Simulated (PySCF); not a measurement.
# Spin states and ions at one geometry of [Hf2]+

PySCF 2.14.0, UKS BP86, Hf def2-SVP with ECP60; non-relativistic Hamiltonian with scalar-relativistic core potentials where named; density fitting; no spin-orbit coupling; singlets restricted, open shells unrestricted. The geometry is relaxed for charge +1, doublet, vacuum:

```xyz
2

Hf    0.0000    0.0000    1.1965
Hf    0.0000    0.0000   -1.1965
```

Energies count from the relaxed state; an electron taken off or put on is at rest in vacuum. Charges and spins are Mulliken's.

```csv
state,energy (eV),spin squared,charge on Hf1 (e),spin on Hf1 (e),dipole about the centre of mass (D)
"charge +1, doublet, vacuum",0.00,0.75,0.50,0.50,0.00
"charge +1, quartet, vacuum",0.38,3.78,0.50,1.50,0.00
"charge +1, sextet, vacuum",0.65,8.76,0.50,2.50,0.00
"charge +2, triplet, vacuum",11.84,2.10,1.00,1.00,0.00
"charge 0, triplet, vacuum",-5.86,2.01,0.00,1.00,0.00
```

Question: What does the state charge +2, singlet, vacuum give?

Answer: energy (eV) 11.59, spin squared 0.00, charge on Hf1 (e) 1.00, spin on Hf1 (e) 0.00, dipole about the centre of mass (D) 0.00.

With an electron taken off (singlet, the lower of the two states computed) the charges change, summed by element, by Hf +1.00 e. The vertical ionisation energy is 11.59 eV, against −ε(HOMO) = 8.59 eV over both spins of the relaxed state. The level lies 3.0 eV too high, as is usual for semilocal functionals and global hybrids, which keep a self-interaction error.

With an electron put on (triplet) the charges change, summed by element, by Hf -1.00 e. The vertical electron affinity is 5.86 eV, against −ε(LUMO) = 8.00 eV over both spins of the relaxed state.

Open shells may have lower solutions than those found.
